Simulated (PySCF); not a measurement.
Isomers of C6H11P side by side.

PySCF, CAM-B3LYP/def2-SVPD, density fitting, gas phase; each molecule at its own GFN2-xTB geometry, one conformer. Singlet excitations by full TDDFT with frozen cores and triplets by Tamm–Dancoff TDDFT. 

Torsions of the conformers computed, which needn't be the lowest (atom-mapped SMILES):
- `[CH:1]#[C:2][CH2:3][PH:4][CH:5]([CH3:6])[CH3:7]`: C2–C3–P4–C5 84°, C3–P4–C5–C6 159°
- `[CH3:1][CH2:2][C:3]([CH3:4])([CH3:5])[C:6]#[P:7]`: C1–C2–C3–C4 178°
- `[CH2:1]1[CH2:2][P:3]([CH:4]2[CH2:5][CH2:6]2)[CH2:7]1`: C2–P3–C4–C5 108°
- `[CH3:1][C:2]([CH3:3])([CH3:4])[CH2:5][C:6]#[P:7]`: C1–C2–C5–C6 60°
- `[CH2:1]=[C:2]([CH3:3])[PH:4][CH:5]1[CH2:6][CH2:7]1`: C1–C2–P4–C5 114°, C2–P4–C5–C6 -60°
- `[CH3:1][CH2:2][CH2:3][P:4]1[CH:5]=[C:6]1[CH3:7]`: C1–C2–C3–P4 64°, C2–C3–P4–C5 -153°

The conformers of `CCP1C=CCC1` aren't listed.

Reference: `C#CCPC(C)C`, with HOMO energy -8.34 eV, LUMO energy 1.14 eV, lowest singlet excitation 6.45 eV, lowest triplet excitation 5.39 eV and mean polarisability 96.1 au.

Changes against it:

```csv
molecule,Δ electronic energy (kcal/mol),Δ HOMO energy (eV),Δ LUMO energy (eV),Δ lowest singlet excitation (eV),Δ lowest triplet excitation (eV),Δ mean polarisability (au)
CC(C)(C)CC#P,-23.9,-0.27,-1.00,-2.23,-2.11,+0.1
C=C(C)PC1CC1,-10.6,+0.50,0.00,-0.55,-1.17,-1.3
CCP1C=CCC1,-37.4,+0.73,-0.17,-1.03,-1.31,-2.9
CCCP1C=C1C,-5.2,+0.80,+0.03,-1.23,-1.32,-1.4
```

Rows whose labels were lost:

| row | Δ electronic energy (kcal/mol) | Δ HOMO energy (eV) | Δ LUMO energy (eV) | Δ lowest singlet excitation (eV) | Δ lowest triplet excitation (eV) | Δ mean polarisability (au) |
| --- | --- | --- | --- | --- | --- | --- |
| P | -15.9 | +0.61 | +0.18 | -0.59 | -0.60 | -4.7 |
| Q | -22.6 | -0.26 | -0.91 | -2.16 | -2.06 | 0.0 |

Which row belongs to which of `CCC(C)(C)C#P` and `C1CP(C2CC2)C1`?

P = `C1CP(C2CC2)C1` and Q = `CCC(C)(C)C#P`. P and Q are told apart most clearly by the lowest singlet excitation (-0.59 against -2.16 eV); Q comes close to the labelled row of `CC(C)(C)CC#P` in every column.

Which row has the smallest HOMO–LUMO gap and which the largest, and does the HOMO or the LUMO shift more there?

Smallest, counted from the reference: `CCP1C=CCC1`, -0.90 eV (HOMO +0.73, LUMO -0.17), the larger shift being that of the HOMO. Largest: P, -0.43 eV (HOMO +0.61, LUMO +0.18), the larger shift being that of the HOMO. The gap of the reference itself lies above all of them.
